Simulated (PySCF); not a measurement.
# Arsenic: a sound run and one with changed settings

Sound run: As [Ar] 3d10 4s2 4p3, As⁺ [Ar] 3d10 4s2 4p2. All numbers are calculated (PySCF 2.14, a scalar-relativistic core potential, in cc-pVTZ-PP with ECP10MDF (5s4p3d1f, 39 functions)). The sound run starts from symmetry-adapted Hartree-Fock orbitals and uses a fine grid where one is needed.

A second run was set up differently.

| species | method | sound run (hartree) | changed run (hartree) | converged |
| --- | --- | --- | --- | --- |
| As | UHF | -331.21015 | -331.21015 | yes |
| As | MN15 | -332.83831 | -332.83831 | yes |
| As | r2SCAN | -332.30153 | -332.30153 | yes |
| As⁺ | UHF | -330.86383 | -330.86383 | yes |
| As⁺ | MN15 | -332.47929 | -332.47915 | yes |
| As⁺ | r2SCAN | -331.93134 | -331.93195 | yes |

Ionisation energy of As:

```json
{"method": "UHF", "sound run (eV)": "9.424", "changed run (eV)": "9.424"}
{"method": "MN15", "sound run (eV)": "9.769", "changed run (eV)": "9.773"}
{"method": "r2SCAN", "sound run (eV)": "10.073", "changed run (eV)": "10.057"}
```

(1) What was changed?
A. level shift left on
B. minimal basis
C. angular grid far too coarse
D. all electrons correlated in a valence basis

Results:

(1) C. It used 26 angular points. A coarse angular grid integrates products of high-l functions wrongly, so density functionals can shift, and the SCF can exploit the error; Hartree-Fock and MP2 need no grid.
